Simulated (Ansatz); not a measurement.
Computed with Ansatz on PBE0-D4/def2-TZVP structures; ΔE is electronic, products minus reactants. CCSD(T)/CBS is the MP2 limit (def2-TZVPP, def2-QZVPP) plus CCSD(T) − MP2 in def2-TZVPP, frozen cores. This one scheme is used for every species. Functionals use def2-TZVPP. B3LYP here is the variant with VWN-RPA as its local correlation; programs differ in this. Each species was taken in one conformer, which may not be the lowest.

Reaction (cleavage of the Si–Si bond): `F[SiH](Cl)[SiH2][SiH3]` + `NCF` → `FCN[SiH2][SiH3]` + `F[SiH2]Cl`

`F[SiH](Cl)[SiH2][SiH3]`:

```xyz
11

F     2.550    0.140    0.302
Si    1.325    0.340    1.309
Cl    1.824   -0.551    3.085
Si   -0.587   -0.650    0.402
Si   -0.990    0.204   -1.740
H     1.205    1.794    1.565
H    -1.723   -0.336    1.313
H    -0.386   -2.123    0.362
H     0.141   -0.147   -2.637
H    -1.109    1.684   -1.665
H    -2.250   -0.356   -2.296
```

`NCF`:

Cartesian coordinates in Å:
```
N -0.400 0.273 0.751
C 0.318 0.088 -0.439
F 0.219 -1.213 -0.964
H -1.395 0.141 0.632
H -0.067 -0.312 1.505
H -0.058 0.757 -1.215
H 1.382 0.266 -0.270
```

`FCN[SiH2][SiH3]`:

Z-matrix (Å, degrees):
```
C
N 1 1.403
F 1 1.405 2 112.7
H 1 1.093 2 110.4 3 -118.2
H 1 1.092 2 111.4 3 118.9
Si 2 1.743 1 122.2 3 72.6
H 2 1.009 1 113.5 3 -76.9
Si 6 2.347 2 114.5 1 -64.9
H 6 1.490 2 106.9 1 56.4
H 6 1.488 2 106.1 1 173.4
H 8 1.488 6 110.1 2 -54.0
H 8 1.491 6 110.1 2 -173.4
H 8 1.487 6 110.7 2 66.5
```

`F[SiH2]Cl`:

```xyz
5

F     1.490    0.086   -0.556
Si    0.048   -0.047    0.100
Cl   -1.340    0.647   -1.217
H     0.013    0.790    1.314
H    -0.212   -1.476    0.359
```

CCSD(T)/CBS gives -8.4 kcal/mol.

(1) Another level gave -7.8 kcal/mol. Which?
A. HF/def2-TZVPP
B. PBE0-D4/def2-TZVPP
C. MP2/def2-TZVPP
D. B3LYP-D4/def2-TZVPP

Largest T1 diagnostic among the species: 0.012.

Results:

(1) D. B3LYP-D4 -7.8, MP2/def2-TZVPP -10.3, HF/def2-TZVPP -11.7, PBE0-D4 -4.8 kcal/mol.

From PBE to PBE0 (25 % exact exchange), in def2-TZVPP and without D4, ΔE moves by −1.3 kcal/mol. In def2-TZVPP, CCSD(T) changes the Hartree–Fock value by +3.0 kcal/mol (the triples alone add +0.5 kcal/mol) and MP2 by +1.4 kcal/mol.
